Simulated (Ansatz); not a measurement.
Calculated with Ansatz (gas phase, PBE0-D4/def2-TZVP geometries, no zero-point term in ΔE). CCSD(T)/CBS adds triple-zeta CCSD(T) − MP2 to the extrapolated MP2 energy (def2 sets, frozen cores). One conformer a species, not always the lowest.

`CBO[SiH2]F` + `CC[SiH2]C` → `CB[SiH2]CC` + `CO[SiH2]F`  (redistribution)

```csv
species,CCSD/CBS(def2) energy (Eh)
`CBO[SiH2]F`,-530.63596
`CC[SiH2]C`,-409.24595
`CB[SiH2]CC`,-434.60682
`CO[SiH2]F`,-505.17587
```

Q: Work out ΔE.

A: ΔE = (-434.60682) + (-505.17587) − (-530.63596) − (-409.24595) = 0.09922 Eh = +62.3 kcal/mol. CCSD(T)/CBS gives +62.1 kcal/mol.

Largest T1 diagnostic among the species: 0.012.

From PBE to PBE0 (25 % exact exchange), in def2-TZVPP and without D4, ΔE moves by +1.5 kcal/mol.
